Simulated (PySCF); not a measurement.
[Gd(NH3)3]3+ at several levels of theory

Computed with PySCF 2.14.0 (density fitting, no spin-orbit coupling) at the geometry relaxed with PBE0:

```xyz
13
[Gd(NH3)3]3+ (singlet in the valence; each metal's 4f electrons, 7 of them, lie in its core potential, out of spins and levels)
Gd    0.0000    0.0000   -0.7408
N     2.2979   -0.0008    0.0337
H     2.5124   -0.6164    0.8397
H     2.9961   -0.3021   -0.6725
H     2.6700    0.9162    0.3417
N    -1.1482    1.9904    0.0337
H    -0.7224    2.4840    0.8397
H    -1.2365    2.7458   -0.6725
H    -2.1285    1.8542    0.3417
N    -1.1496   -1.9896    0.0337
H    -1.7900   -1.8676    0.8397
H    -1.7597   -2.4437   -0.6725
H    -0.5415   -2.7704    0.3417
```

```csv
level,basis,state,HOMO (eV),gap (eV),charge on Gd1 (e),population of f-type functions on Gd1 (polarisation alone where 4f lies in the core),dipole about the centre of mass (D),largest force component (eV/Å)
PBE0,"Gd lcecp-1-SVP with ECP53, N def2-SVP, H def2-SVP",singlet,-24.54,8.16,1.85,0.03,2.63,0.01
TPSSh,the same,singlet,-23.72,6.99,1.83,0.03,2.64,0.13
PBE0,"Gd lcecp-1-TZVP with ECP53, N def2-TZVP, H def2-TZVP",singlet,-24.45,8.18,2.08,0.04,2.64,0.37
```

In the lcecp rows the 4f levels are missing from HOMO and gap, and the state counts the valence alone.

Charges are Mulliken's, which hang on the basis. The relaxation used the grid (50, 194), these runs (75, 302) or, all-electron (x2c bases, spin-free X2C Hamiltonian), (99, 590).

Problem. What does PBE with Gd lcecp-1-SVP with ECP53, N def2-SVP, H def2-SVP give here?

Solution. state singlet, HOMO (eV) -23.00, gap (eV) 5.69, charge on Gd1 (e) 1.71, population of f-type functions on Gd1 (polarisation alone where 4f lies in the core) 0.03, dipole about the centre of mass (D) 2.83, largest force component (eV/Å) 0.36. Time: 7.9 s on 2 threads of Arm Neoverse V2, with other jobs on the host, from an already converged density.

In the first row's basis the gap widens with exact exchange: 5.7 eV for PBE (none); 7.0 to 8.2 eV for TPSSh, PBE0 (a fixed share).

A frequency check found unstable modes (3, the lowest at -33 cm⁻¹), so the relaxed geometry is a saddle point, or these are noise. An lcecp potential fixes the number of 4f electrons, so in runs with it no electron can move into or out of that shell.
